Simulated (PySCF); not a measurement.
## How methods differ on the ionisation energy of Au²⁺

Au²⁺ [Xe] 4f14 5d9 (2D) → Au³⁺ [Xe] 4f14 5d8 (3F), as a difference of total energies. All numbers are calculated (PySCF 2.14, scalar relativity through the core potential, in def2-QZVPPD with the def2 core potential (60 electrons)). Correlated levels: valence: 5s2 5p6 frozen. The calculations carry no spin-orbit coupling.

| method | ionisation energy (eV) |
| --- | --- |
| UHF | 30.896 |
| MP2 (valence) | 32.696 |
| SCS-MP2 (valence) | 32.590 |
| CCSD (valence) | 32.463 |
| CCSD(T) (valence) | 32.559 |

Problem. How much does correlation contribute at CCSD(T) (valence)?

Solution. 32.559 − (30.896) = 1.663 eV, measured against UHF.

The reference lies between the lowest fine-structure levels, while these numbers refer to the centres of the terms.

Errors of the correlated levels include the incompleteness of this basis and the frozen core.

For comparison: 30 ± 1.6 eV (theoretical estimate listed by NIST; NIST Atomic Spectra Database, ionization energies).
